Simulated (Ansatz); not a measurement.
Consider the ligand exchange at the Se–Sn bond: `C[Se][SnH]([Cl])[Cl]` + `C[SeH]` → `C[Se][Se]C` + `[Cl][SnH2][Cl]`.

Calculated with Ansatz (gas phase, PBE0-D4/def2-TZVP geometries, no zero-point term in ΔE). CCSD(T)/CBS is the MP2 limit (def2-TZVPP, def2-QZVPP) plus CCSD(T) − MP2 in def2-TZVPP, frozen cores. Functionals use def2-TZVPP. HSE06 is defined as in plane-wave codes. def2 core potentials past Kr. For Se, Sn outer-core shells are correlated without core-valence functions, which leaves a few kJ/mol of doubt a bond. Scalar relativity is left out up to krypton. Each species was taken in one conformer, which may not be the lowest.

```
             level  ΔE (kJ/mol)
         revPBE-D4         53.5
           r2SCANh         58.9
             HSE06         55.9
CCSD(T)/def2-TZVPP         61.2
```

Problem. What does CCSD(T)/CBS give? (Estimate.)

Solution. The calculation gave: +67.2 kJ/mol. The listed levels differ from it by -13.7, -8.3, -11.3, -6.0 kJ/mol.

Problem. What do rigid-rotor, harmonic-oscillator terms from PBE0-D4/def2-TZVP frequencies (298.15 K, 1 bar) make of the CCSD(T)/CBS value? (Estimate.)

Solution. The calculation gave: ΔZPE = -1.6 kJ/mol, ΔH = +63.9 kJ/mol, ΔS = -16 J/(mol·K), ΔG = +68.6 kJ/mol. Modes under 50 cm⁻¹ make the entropy rough.

Largest T1 diagnostic among the species: 0.011.

The D4 term adds +4.1 kJ/mol with B3LYP and +2.6 kJ/mol with PBE0; it sums over pairs of atoms, weighted by their polarisabilities, and B3LYP, whose exchange is more repulsive, gets the larger term. From BLYP to BHLYP (50 % exact exchange), in def2-TZVPP and without D4, ΔE moves by +7.0 kJ/mol. Leaving LDA and LC-ωPBE aside and taking each functional with its dispersion term where it has one, the values, not all of them listed here, spread over 10.2 kJ/mol, from B97M-V to BHLYP-D4.

CCSD(T)/CBS has its own doubt, a few kJ/mol and more with outer-core shells, so smaller differences from it don't rank the levels.

B3LYP here is the variant with VWN-RPA as its local correlation; programs differ in this.
